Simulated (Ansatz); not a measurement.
Species: CAuO (charge +1, singlet). 
Coordinates optimised at B3LYP-D3(BJ)/def2-TZVP (Ansatz, a quantum-chemistry and plane-wave program):
```xyz
3

Au     0.0000     0.0000    -0.3897
O      0.0000     0.0000     2.6769
C      0.0000     0.0000     1.5619
```
Charge +1, spin multiplicity 1.

Wanted: vertical electron affinity (to the doublet state of charge +0; a negative value means that the extra electron is unbound and the number depends on the basis; each state is the SCF solution reached for its spin), in eV. Correlated levels leave the core frozen unless marked. UHF or UKS for open shells. Spin-orbit coupling is left out. Frozen are the shells of the preceding noble gas and the d and f shells that filled before the atom's block. Past Kr the def2 sets carry scalar-relativistic core potentials. 

| level | program | vertical electron affinity (eV) |
|---|---|---|
| SVWN5/def2-TZVPD | Ansatz | 7.87 |
| PBE/def2-TZVPD | Ansatz | 7.60 |
| r2SCAN/def2-TZVPD | Ansatz | 7.68 |
| B3LYP/def2-TZVPD | Ansatz | 7.56 |
| PBE0/def2-TZVPD | Ansatz | 7.43 |
| BHLYP/def2-TZVPD | Ansatz | 7.21 |
| CAM-B3LYP/def2-TZVPD | Ansatz | 7.47 |
| wB97M-V/def2-TZVPD | Ansatz | 7.18 |
| wB97X-V/def2-TZVPD | Ansatz | 7.17 |
| wB97X/def2-TZVPD | Ansatz | 7.12 |
| CCSD/def2-SVPD | Ansatz | 7.04 |
| CCSD/def2-TZVPPD | Ansatz | 7.15 |
| CCSD(T)/def2-SVPD | Ansatz | 7.10 |
| CCSD(T)/def2-TZVPPD | Ansatz | 7.24 |
